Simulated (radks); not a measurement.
Valence configurations of Ru I (all share [Kr]). Calculated with a radial shooting solver on a logarithmic mesh with Libxc functionals: scalar-relativistic Kohn-Sham, PBE, spin-polarised, spherical densities, finite nucleus; open shells are filled with parallel spins first (spin-orbit coupling, left out, can overturn this in heavy ions); Fermi nuclear charge, rms radius 4.4809 fm. Energies are relative to 4d7 5s1; eigenvalues in eV for spin up.

| valence | E (eV) | moment (Bohr magnetons) | e(4d) | e(5p) | e(5s) |
|---|---|---|---|---|---|
| 4d7 5s1 | 0.000 | 4 | -5.965 | - | -4.761 |
| 4d7.5 5s0.5 | 0.498 | 3 | -4.765 | - | -4.194 |
| 4d6 5s2 | 0.988 | 4 | -8.745 | - | -5.601 |
| 4d8 | 1.046 | 2 | -3.670 | - | - |
| 4d7 5s0.5 5p0.5 | 1.806 | 4 | -6.738 | -1.613 | -5.286 |
| 4d7.5 5p0.5 | 2.158 | 3 | -5.560 | -1.364 | - |
| 4d6 5s1 5p1 | 3.531 | 6 | -10.042 | -2.473 | -6.802 |
| 4d7 5p1 | 3.668 | 4 | -7.437 | -1.975 | - |
| 4d5.5 5s1 5p1.5 | 5.982 | 7 | -12.087 | -3.041 | -7.719 |
| 4d5 5s1 5p2 | 8.886 | 8 | -14.157 | -3.586 | -8.598 |

NIST lists [Kr] 4d7 5s1 as the ground configuration; this level of theory agrees among the configurations tried. The energies are those of spherical high-spin densities, not of single terms.
